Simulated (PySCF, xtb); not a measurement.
C₂H₇FSi₂, SMILES F[SiH2]/C=C\[SiH3]. Other conformers were not sampled.

Harmonic wavenumbers (cm⁻¹) from xtb with GFN2-xTB at its own minimum, in rising order: 33, 67, 116, 178, 272, 410, 485, 536, 569, 584, 655, 682, 729, 758, 766, 778, 789, 800, 833, 968, 1197, 1344, 1630, 2223, 2261, 2267, 2295, 2314, 2971, 2991.

Task: What does PySCF with B3LYP-D3(BJ)/def2-SVP give at its own minimum? (The exact figures need the calculation; the answer reports its results.)

Result: 23, 122, 165, 222, 273, 469, 502, 601, 672, 672, 711, 743, 756, 847, 913, 953, 959, 966, 978, 1036, 1166, 1338, 1631, 2220, 2235, 2238, 2240, 2242, 3079, 3105. Paired by order, the mean absolute difference is 68 cm⁻¹ and the zero-point energies are 46.5 and 48.7 kcal/mol.
